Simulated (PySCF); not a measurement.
arsine cation (AsH3), SMILES [AsH3] (connectivity only; charge and spin as stated), charge +1, multiplicity 2.

Coordinates come from a r2SCAN-D4/def2-TZVPD optimisation. The multiplicity is an assumed one; other spin states were not compared.

Calculation: TDA-PBE/def2-TZVPD run with PySCF.

Vertical excitations; the highest root listed may be one member of a degenerate set. Isolated molecule, no solvent.

Computed UV-visible absorptions:
```tsv
state	energy (eV)	λ (nm)	f	main pairs
root 1	4.90	253	0.003	β HOMO→LUMO (degenerate set)
root 2	4.90	253	0.003	β HOMO−1→LUMO (degenerate set)
root 3	6.43	193	0.000	α HOMO→LUMO 98 %
root 4	7.23	171	0.020	α HOMO→LUMO+2 (degenerate set)
root 5	7.23	171	0.020	α HOMO→LUMO+1 (degenerate set)
root 6	9.08	137	0.000	α HOMO−2→LUMO, β HOMO−1→LUMO+1 (degenerate set)
root 7	9.08	137	0.000	α HOMO−1→LUMO, β HOMO→LUMO+1 (degenerate set)
root 8	9.48	131	0.194	α HOMO→LUMO+3 96 %
root 9	9.66	128	0.001	α HOMO−2→LUMO+1 26 %, α HOMO−1→LUMO+2 26 %, β HOMO→LUMO+2 21 %, β HOMO−1→LUMO+3 21 %
root 10	10.10	123	0.018	α HOMO→LUMO+4 77 %, β HOMO−1→LUMO+2 8 %, β HOMO→LUMO+3 8 %
```
Unrestricted roots are not spin-pure.
